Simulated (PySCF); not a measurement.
## A survey of ²⁹Si NMR shifts

[PySCF 2.14: PBE0/pcSseg-1 with gauge-including orbitals; GFN2-xTB geometry; a single conformation; averaged over atoms made equivalent by symmetry, fast rotation or ring inversion; gas phase; non-relativistic]

Shieldings were converted by a linear fit to measured shifts: ²⁹Si: δ = 279.94 − 0.822σ (rms 8.9 ppm, 72 shifts, 25.8 ppm with the 6 outliers that the fit left out vs TMS, solution or neat liquid). A few per cent of atoms miss by over 2 rms, more outside the fitted compound classes.

Q: Give the ²⁹Si shifts of `CC(C)(C[SiH2][SiH3])[SiH2]O`, `CN(N[SiH3])C1CCC1`, `CN1CC[C@@H]([SiH3])N1C`, `CN[C@H]1CCN([SiH3])C1`.

A: 
```
                                                    compound                        environment  δ (ppm)
[CH3:1][C:2]([CH3:3])([CH2:4][SiH2:5][SiH3:6])[SiH2:7][OH:8]   Si7: silicon bonded to C, O, 2 H    -12.6
[CH3:1][C:2]([CH3:3])([CH2:4][SiH2:5][SiH3:6])[SiH2:7][OH:8]  Si5: silicon bonded to C, Si, 2 H    -74.6
[CH3:1][C:2]([CH3:3])([CH2:4][SiH2:5][SiH3:6])[SiH2:7][OH:8]     Si6: silicon bonded to Si, 3 H   -104.2
                                           CN(N[SiH3])C1CCC1           silicon bonded to N, 3 H    -54.9
                                      CN1CC[C@@H]([SiH3])N1C           silicon bonded to C, 3 H    -62.0
                                       CN[C@H]1CCN([SiH3])C1           silicon bonded to N, 3 H    -53.2
```

Q: Order these by ²⁹Si shift, lowest first.
A. CC[C@@]1(C)CN[SiH2]N1
B. NC[C@@H]1CCN([SiH3])C1
C. C[SiH](C)N(N)C1CC1
D. CN([SiH3])N1CCCC1

A: D (-68.9 ppm, silicon bonded to N, 3 H), B (-55.2 ppm, silicon bonded to N, 3 H), A (-29.3 ppm, silicon bonded to 2 N, 2 H, in a 5-membered ring), C (-16.1 ppm, silicon bonded to 2 C, N, H).
